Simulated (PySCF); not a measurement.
**Steps of a relaxation of [La(PH3)2]3+**

[La(PH3)2]3+ (singlet). PySCF 2.14.0, RKS TPSS, La lcecp-1-SVP with ECP46, P def2-SVP, H def2-SVP; non-relativistic Hamiltonian with scalar-relativistic core potentials where named; density fitting; no spin-orbit coupling. Origin of the start: displaced along the imaginary mode. Columns: position (Å) and force (eV/Å). Energies are counted from the last step; some of the 15 steps are shown. Forces carry noise of the integration grid, about 0.01 to 0.03 eV/Å.

Run from Python with OMP_NUM_THREADS=2. Where DIIS fails, smearing, a level shift and second-order steps follow.
It took 82 s on 2 threads of Arm Neoverse V1 (shared host), from the converged density of the start.

```xyz
9
step 0  E = 0.396 eV
La    0.0045    0.1217    0.0000     0.01    0.29    0.00
P    -0.0092   -0.2486    3.1900    -0.01   -0.09   -0.08
H     1.2805   -0.2468    3.7887     0.01   -0.01   -0.03
H    -0.6524    0.8674    3.7961     0.01   -0.01   -0.01
H    -0.6556   -1.3666    3.7803    -0.01   -0.03   -0.04
P    -0.0092   -0.2486   -3.1900    -0.01   -0.09    0.08
H     1.2805   -0.2468   -3.7887     0.01   -0.01    0.03
H    -0.6556   -1.3666   -3.7803    -0.01   -0.03    0.04
H    -0.6524    0.8674   -3.7961     0.01   -0.01    0.01
```

```xyz
9
step 5  E = 0.117 eV
La    0.0854    0.9686    0.0000    -0.01   -0.22    0.00
P    -0.0114   -0.2518    2.9804    -0.10    0.09   -0.02
H     1.2748   -0.3851    3.5786    -0.05    0.00   -0.07
H    -0.6698    0.7053    3.8146     0.07   -0.14   -0.08
H    -0.6709   -1.4864    3.2747     0.08    0.17   -0.16
P    -0.0114   -0.2518   -2.9804    -0.10    0.09    0.02
H     1.2748   -0.3851   -3.5786    -0.05    0.00    0.07
H    -0.6709   -1.4864   -3.2747     0.08    0.17    0.16
H    -0.6698    0.7053   -3.8146     0.07   -0.14    0.08
```

```xyz
9
step 9  E = 0.008 eV
La    0.1043    1.3467    0.0000     0.00    0.00    0.00
P    -0.0115   -0.2100    2.6845    -0.09   -0.07    0.17
H     1.2729   -0.4696    3.2422    -0.04    0.00   -0.02
H    -0.6778    0.5520    3.6931     0.05   -0.11   -0.09
H    -0.6704   -1.4795    2.6853     0.08    0.18   -0.02
P    -0.0115   -0.2100   -2.6845    -0.09   -0.07   -0.17
H     1.2729   -0.4696   -3.2422    -0.04    0.00    0.02
H    -0.6704   -1.4795   -2.6853     0.08    0.18    0.02
H    -0.6778    0.5520   -3.6931     0.05   -0.11    0.09
```

Where does the relaxation end?

It converges at step 14 in Cs:
```xyz
9
step 14  E = 0
La    0.1163    1.4216    0.0000
P    -0.0081   -0.1942    2.6599
H     1.2692   -0.4930    3.2068
H    -0.6893    0.4939    3.7003
H    -0.6644   -1.4513    2.5721
P    -0.0081   -0.1942   -2.6599
H     1.2692   -0.4930   -3.2068
H    -0.6644   -1.4513   -2.5721
H    -0.6893    0.4939   -3.7003
```

How did the contacts change?


```
     contact  start (Å)  end (Å)
La1–P2 (PH3)      3.211    3.115
La1–P6 (PH3)      3.211    3.115
```


No frequency check is given that shows the relaxed geometry to be a minimum.
